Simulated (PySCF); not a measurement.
SrH: energy against distance

Set-up: basis Sr def2-SVP with ECP28, H def2-SVP; scalar-relativistic core potentials; PySCF 2.14. Energies in eV from Sr + H in their ground configurations at the same level. State: ²Σ⁺ (doublet), unpaired electrons σ ↑.

All columns are PBE. A positive dipole means Sr(−)H(+).

```tsv
R (Å)	E (eV)	μ (D)	Mulliken charge on Sr (basis-dependent)	HOMO (eV)	LUMO (eV)	Mayer bond order	⟨S²⟩
1.854	-1.449	-2.27	0.11	-3.04	-2.28	0.98	0.75
1.940	-1.615	-2.47	0.13	-3.09	-2.34	0.97	0.75
2.027	-1.712	-2.68	0.15	-3.15	-2.40	0.97	0.75
2.091	-1.748	-2.83	0.16	-3.19	-2.45	0.96	0.75
2.156	-1.759	-2.99	0.18	-3.22	-2.49	0.95	0.75
2.221	-1.749	-3.16	0.19	-3.26	-2.54	0.95	0.75
2.307	-1.710	-3.37	0.20	-3.31	-2.60	0.94	0.75
2.415	-1.631	-3.63	0.21	-3.37	-2.66	0.93	0.75
2.544	-1.506	-3.92	0.22	-3.45	-2.74	0.92	0.75
2.717	-1.311	-4.26	0.22	-3.54	-2.83	0.90	0.75
```

A fit through these points gives, at Re = 2.156 Å, μ = -2.99 D and dμ/dR = -2.49 D/Å; the reduced mass is 0.9964 u.

How strong is the fundamental in the double-harmonic approximation, I = 42.26·(dμ/dR)²/μred km/mol?

I = 42.26·(-2.49)²/0.9964 = 263 km/mol at PBE.

Spin–orbit coupling is left out. The state was picked by a PBE0 search and need not be the measured ground state.
